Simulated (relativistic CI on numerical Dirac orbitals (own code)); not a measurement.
**Hyperfine structure of Tc XXVII, mass number 99**

Calculated at this level of theory: Dirac-Coulomb-Breit CI, orbitals from a KLI potential per configuration, model QED (radiative potential, 1s self-energy scaled to tabulated hydrogen-like ionisation energies), unscaled Slater integrals (own radial code, finite nucleus).

Configuration list (outside the closed core [Ne]): 3s2 3p5, 3s 3p6, 3s2 3p4 3d, 3s 3p5 3d, 3p6 3d, 3s 3p4 3d2, 3s2 3p3 3d 4p, 3p6 4s, 3s2 3p4 4s, 3s 3p4 3d 4s, 3p6 4p, 3s2 3p4 4p, 3s2 3p3 3d2, 3s2 3p2 3d3, 3s 3p3 3d3, 3s2 3p2 3d2 4s, 3s2 3p2 3d2 4p. Double excitations out of closed p, d and f shells are left out; levels of such configurations are missing from the list, as are those of other unlisted configurations, and high levels can miss mixing partners.

Nuclear spin I = 9/2, μ = 5.678 μN, Q = -0.129 b (tables of Stone and Pyykkö). The electronic factors are computed for point nuclear moments, without core polarisation or the Bohr-Weisskopf and QED corrections.

```tsv
Level	E (cm⁻¹)	A (GHz)	B (GHz)
3s2 3p5 2P°_3/2	0	37.78	7.15
3s2 3p5 2P°_1/2	209571	218.4	
3s 3p6 2S_1/2	825493	477.1	
3s2 3p4 3d 4D_3/2	917583	33	2.78
3s2 3p4 3d 4D_5/2	920651	26.44	0.971
3s2 3p4 3d 4D_7/2	943592	22.2	-0.705
3s2 3p4 3d 4F_9/2	990174	21.11	-3.84
3s2 3p4 3d 4P_1/2	1058092	85.57
```

Levels with J = 0, under 50 % of one LS term, or S terms without an open s electron are left out. Small factors come from cancelling terms and can be off by tens of per cent or more.

At this charge energies of transitions that change n are usually good to better than 1 %, and those within a shell (Δn = 0) to a few per cent.

Q: Give the hyperfine levels of 3s2 3p5 2P°_1/2 relative to its centre of gravity.

A: With K = F(F + 1) − I(I + 1) − J(J + 1), E = AK/2: F = 4: -600.5, F = 5: 491.3 GHz.

LS names give the leading component of a level, which can be under half, so a name can repeat, a term be missing and a line seem to break the LS rules.
